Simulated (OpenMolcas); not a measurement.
An atom or ion with 21 electrons was computed by MS-CASPT2, IPEA 0.25 Eh, imaginary shift 0.1 Eh with spin-orbit coupling (OpenMolcas, ANO-RCC-VTZP, DKH2). The lowest levels that the run gave, each within 12 % of the measured value where one is at hand:

```
  J  Parity  E (cm⁻¹)      g
3/2    even       0.0  0.400
5/2    even       990  1.029
7/2    even      2290  1.238
9/2    even      3850  1.333
1/2    even     24310  2.633
3/2    even     24550  1.713
5/2    even     25870  1.600
7/2    even     26710  0.889
9/2    even     27950  1.105
3/2    even     33740  1.102
1/2    even     34390  0.703
9/2    even     37230  0.917
```

Q: Which ion is it, and what are the configurations and terms?

A: Ni7+ (Z = 28, charge +7; active space 3 electrons in 5 orbitals (3d)). J, parity and g give the terms where levels are pure, and mixed ones are named by the computed weights; the size of the splittings, set against known spectra of the 21-electron sequence, gives the charge. In order, with the measured energies in cm⁻¹ (Corliss and Sugar, J. Phys. Chem. Ref. Data 10, 197 (1981)): 3d³ ⁴F_3/2, 3d³ ⁴F_5/2 (1012), 3d³ ⁴F_7/2 (2184), 3d³ ⁴F_9/2 (3721), 3d³ ⁴P_1/2 (23261), 3d³ ⁴P_3/2 (23710), 3d³ ⁴P_5/2 (24669), 3d³ ²G_7/2, 3d³ ²G_9/2, 3d³ ²P_3/2 [50 %], 3d³ ²P_1/2, 3d³ ²H_9/2.

CASPT2 breaks the degeneracy within a term, and the mean is taken; among the terms shown or strongly mixed into the levels shown the widest spread is 750 cm-1 (3d³ ⁴F). Terms from blocks run as CI alone lack orbitals of their own. Computed and measured levels are paired by configuration, term and J; levels that our copy of the source lacks, or whose pairing is in doubt (as where it misses far off the trend of its configuration), stay unpaired and out of the deviations. Only configurations of the active space appear.

A share in square brackets marks a mixed level and gives the weight of the term that names it.
